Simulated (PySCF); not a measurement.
# Computed structure and properties of BiF5

System: BiF5 (singlet); start: displaced along the imaginary mode (C2v). Method: PySCF 2.14.0, RKS PBE0, Bi def2-SVP with ECP60, F def2-SVP; non-relativistic Hamiltonian with scalar-relativistic core potentials where named; density fitting; no spin-orbit coupling.

Input of the relaxation:

```python
mol = gto.M(atom='''
Bi    -0.00000     0.00000    -0.01278
F      0.00000    -0.00000     1.96904
F      2.00384     0.00000    -0.21378
F     -0.00000     1.88921    -0.70046
F     -2.00384     0.00000    -0.21378
F     -0.00000    -1.88921    -0.70046''',
    basis={'Bi': 'def2-SVP', 'F': 'def2-SVP'},
    ecp={'Bi': 'def2-SVP'},
    charge=0, spin=0)
mf = dft.RKS(mol, xc='PBE0')
mf.grids.atom_grid = (50, 194)
mf = mf.density_fit()  # fitting sets: Bi def2-universal-JKFIT, F def2-universal-JKFIT
mf.conv_tol = 1e-08; mf.max_cycle = 55
mf.kernel(dm0)  # dm0: converged density of the start geometry
# quasi-Newton relaxation in Cartesian coordinates to a largest gradient under 0.00045 Eh/bohr, steps kept in the point group
```

Run from Python with OMP_NUM_THREADS=2; the lines above give its settings. Where DIIS fails, smearing, a level shift and second-order steps follow.
It took 30 s on 2 threads of Intel(R) Xeon(R) Platinum 8375C CPU @ 2.90GHz (Ice Lake), on a shared host, from the converged density of the start.

Course of the relaxation:

```csv
step,energy above end (eV),largest force component within the symmetry (eV/Å)
0,0.0224,0.359
1,0.0106,0.134
2,0.0093,0.029
3,0.0076,0.102
4,0.0056,0.244
5,0.0037,0.301
6,0.0010,0.168
7,-0.0001,0.024
8,0.0001,0.006
9,0.0000,0.001
```

Relaxed geometry (C2v):

```xyz
6

Bi    0.0000    0.0000    0.0067
F     0.0000    0.0000    1.9947
F     1.9982    0.0000   -0.0430
F     0.0000    1.7762   -0.8937
F    -1.9982    0.0000   -0.0430
F     0.0000   -1.7762   -0.8937
```

```json
{"contact": "Bi1–F2 (F)", "Å": "1.988"}
{"contact": "Bi1–F3 (F)", "Å": "1.999"}
{"contact": "Bi1–F4 (F)", "Å": "1.991"}
{"contact": "Bi1–F5 (F)", "Å": "1.999"}
{"contact": "Bi1–F6 (F)", "Å": "1.991"}
```

On the finer grid (75, 302):

```
HOMO                                                          : -12.06 eV
LUMO                                                          : -6.37 eV
Dipole about the centre of mass                               : 0.18 D
Set of Mulliken populations of Bi1 outside the core potential : s 3.30, p 7.42, d 10.47
D3(BJ) dispersion energy (not in the energies)                : -0.091 eV
```

```tsv
atom	Mulliken (e)	Löwdin (e)	spin (e)
Bi1	1.81	1.38	0.00
F2	-0.36	-0.28	0.00
F3	-0.36	-0.28	0.00
F4	-0.36	-0.27	0.00
F5	-0.36	-0.28	0.00
F6	-0.36	-0.27	0.00
```

On the grid (50, 194), as all that follows. Harmonic modes: a minimum; lowest 61 cm⁻¹ (negative: unstable), highest 636 cm⁻¹, zero-point energy 0.262 eV.

Taking off one F (charge -1, singlet; the rest: singlet) in vacuum, both parts rigid, costs 13.52 eV; the small basis without counterpoise inflates it. Most of it is the attraction of opposite charges; other ways to part are cheaper, and one spin state was tried for the rest.

Rigid scan of F along the line from its metal:

```
distance to F2 (Å)  energy (eV)
              1.69        1.914
              1.79        0.707
              1.89        0.148
              1.99        0.000
              2.09        0.107
              2.19        0.362
              2.39        1.067
              2.69        2.156
              3.09        3.287
              3.59        4.185
```

One start shape was tried, so this needn't be the lowest isomer.
